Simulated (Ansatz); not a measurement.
Base molecule (SMILES): I (HI). Geometries: B3LYP-D3(BJ)/def2-TZVP minima from Ansatz (a quantum-chemistry and plane-wave program). Correlated levels leave the core frozen unless marked. Open shells are spin-unrestricted. Spin-orbit coupling is left out. The frozen core is the preceding noble-gas configuration, with the filled d and f shells of earlier blocks. In def2 rows, elements after Kr have scalar-relativistic effective core potentials. CBS(X,Y): correlation extrapolated as X^-3; Hartree-Fock from the larger set. Vertical energies are electronic, to the SCF solution reached for that spin. For linear members the cation may be one component of a degenerate state.

Levels, all with Ansatz: PBE/def2-TZVPD, and a column headed coupled cluster (CCSD(T) or an MP2 limit with a CCSD(T) correction), which has limits of its own: vertical ionisation energy to the doublet at CCSD(T)/CBS(def2-TZVPPD,def2-QZVPPD).

| property of the base | coupled cluster | PBE |
|---|---|---|
| vertical ionisation energy to the doublet (eV) | 10.68 | 10.53 |

Q: What happens with I replaced by F, giving F (HF)? Give the coupled-cluster values, and the shifts at both levels.

A: vertical ionisation energy to the doublet 16.24 eV (+5.56; PBE +5.76).

Q: What happens with I replaced by Cl, giving Cl (HCl)? Give the coupled-cluster values, and the shifts at both levels.

A: vertical ionisation energy to the doublet 12.83 eV (+2.15; PBE +2.19).

Q: What happens with I replaced by Br, giving Br (HBr)? Give the coupled-cluster values, and the shifts at both levels.

A: vertical ionisation energy to the doublet 11.84 eV (+1.16; PBE +1.19).
